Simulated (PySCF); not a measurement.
# Computed beside measured shifts: [1,1′-Biphenyl]-2-carbonyl fluoride (2b) (C13H9FO)

System: [1,1′-Biphenyl]-2-carbonyl fluoride (2b) (C13H9FO), SMILES O=C(F)c1ccccc1-c1ccccc1.

Atom-mapped SMILES (hydrogens are numbered by the atom that bears them): [O:1]=[C:2]([F:3])[c:4]1[cH:5][cH:6][cH:7][cH:8][c:9]1-[c:10]1[cH:11][cH:12][cH:13][cH:14][cH:15]1

Computed with GIAO PBE0/pcSseg-2, gas phase, PySCF SCF with an in-house response code, fitting set def2-universal-JFIT up to Ne and JKFIT beyond, grid level 2, non-relativistic, on the PBE0-D3(BJ)/def2-SVP geometry.

One optimised conformer. Values are averaged over the atoms that symmetry or fast rotation interchanges, on this one geometry and without vibrational averaging. Shifts are the reference shielding less the shielding here, at the same level (13C, 1H against isolated TMS; 19F against isolated CFCl3; 17O against isolated H2O); nuclei without a reference have shieldings only.

**Question.** What shifts does this level give for F3, and how do they compare with measurement?

**Answer.** 
```csv
atom,nucleus,computed / ppm,measured / ppm,computed less measured,measured against,medium of the measurement
F3,19F,22.7,35.1,-12.4,CFCl3,CDCl3
```

Computed 19F and 31P shifts carry an offset from the reference molecule (CFCl3 is hard for DFT, lone H3PO4 or PH3 isn't the 85 % acid), so differences between compounds are more accurate than the values.

Measured values: Mengjie Cen, Xi Yang, Shanshan Zhang, Liguang Gan, Long Liu, Tieqiao Chen, Facile synthesis of acyl fluorides through deoxyfluorination of carboxylic acids.
